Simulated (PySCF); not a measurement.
# Bonding in `C=Cc1nnncc1C`

Species: C₆H₇N₃.
SMILES with atom numbers: `[CH2:1]=[CH:2][c:3]1[n:4][n:5][n:6][cH:7][c:8]1[CH3:9]` (hydrogens: H10, H11 on C1; H12 on C2; H13 on C7; H14, H15, H16 on C9)

Structure used (GFN2-xTB), in Å, numbered top down from 1:
```
atom  x, y, z in Å
C1    -2.786    0.003   -0.012
C2    -1.542   -0.448    0.102
C3    -0.379    0.416   -0.049
N4    -0.609    1.708   -0.315
N5     0.350    2.546   -0.465
N6     1.592    2.199   -0.369
C7     1.907    0.940   -0.107
C8     0.944   -0.048    0.073
C9     1.308   -1.463    0.368
H10   -2.971    1.042   -0.224
H11   -3.637   -0.646    0.102
H12   -1.343   -1.489    0.315
H13    2.965    0.724   -0.041
H14    0.884   -1.775    1.321
H15    0.922   -2.125   -0.407
H16    2.389   -1.574    0.413
```

Bond orders from the PBE0/pcSseg-1 density (PySCF). Geometry: GFN2-xTB, one conformer, isolated molecule.

(1) How far do the computed orders between heavy atoms stray from the drawn ones?

(2) Set the Mayer orders of the bonds beside their lengths.

## Answers

(1) The largest departure is 0.298, at C8–C3 (drawn aromatic, 1.202), counting aromatic bonds as 1.5. The bonds drawn aromatic range from 1.20 to 1.43.

(2) 
```
  bond  drawn as  length (Å)  Mayer order
 C1–C2    double       1.328        1.939
 C2–C3    single       1.457        1.085
 C3–N4  aromatic       1.338        1.351
 N4–N5  aromatic       1.282        1.412
 N5–N6  aromatic       1.293        1.348
 N6–C7  aromatic       1.325        1.430
 C7–C8  aromatic       1.391        1.374
 C8–C9    single       1.491        1.065
 C8–C3  aromatic       1.408        1.202
C1–H10    single       1.077        0.929
C1–H11    single       1.076        0.946
C2–H12    single       1.081        0.963
C7–H13    single       1.083        0.978
C9–H14    single       1.089        0.935
C9–H15    single       1.089        0.935
C9–H16    single       1.088        0.944
```

Bonds between the same two heavy elements. C–C: lowest C8–C9 (1.065, 1.491 Å), highest C1–C2 (1.939, 1.328 Å). C–N: lowest C3–N4 (1.351, 1.338 Å), highest N6–C7 (1.430, 1.325 Å). N–N: lowest N5–N6 (1.348, 1.293 Å), highest N4–N5 (1.412, 1.282 Å).

Question: Sum the orders of all bonds at each heavy atom with more than one neighbour and set the sums beside the valence in the SMILES.

Answer: C1 3.814 (drawn 4), C2 3.987 (drawn 4), C3 3.638 (drawn 4), N4 2.763 (drawn 3), N5 2.760 (drawn 3), N6 2.778 (drawn 3), C7 3.782 (drawn 4), C8 3.641 (drawn 4), C9 3.879 (drawn 4). Orders between atoms that aren't bonded are not in these sums.

The Mayer order sums products of elements of PS (density times overlap matrix) between the two atoms' basis functions, so it depends on the basis set.
